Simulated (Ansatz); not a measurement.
Clusters of 8 atoms, II-VI: gap (eV) at several levels, gas phase, relaxed structures; Ansatz. Clusters are the lowest isomers that short searches found in that spin, judged at the geometry's level. Core potentials for Te in the def2 sets, no spin–orbit coupling. HOMO and LUMO are taken over both spins. The structures are stationary points that may keep the symmetry of their start.

```tsv
species	state	geometry	PBE-D4/def2-SVP	PBE-D4/def2-TZVP	r2SCAN-D4/def2-TZVP	PBE0-D4/def2-SVP	PBE0-D4/def2-TZVP
Be4S4⁺	doublet	PBE-D4/def2-SVP	0.88	0.91	1.41	2.89	2.96
Ca4O4	singlet	PBE-D4/def2-SVP	1.96	2.00	2.62	3.91	3.94
Ca4Te4	singlet	r2SCAN-D4/def2-SVP	2.80	2.80	3.37	4.21	4.19
```

(1) Estimate the rows for Be4O4 (singlet, PBE-D4/def2-SVP geometry).

(1) 
| species | state | geometry | PBE-D4/def2-SVP | PBE-D4/def2-TZVP | r2SCAN-D4/def2-TZVP | PBE0-D4/def2-SVP | PBE0-D4/def2-TZVP |
| --- | --- | --- | --- | --- | --- | --- | --- |
| Be4O4 | singlet | PBE-D4/def2-SVP | 5.11 | 5.00 | 5.82 | 7.48 | 7.28 |
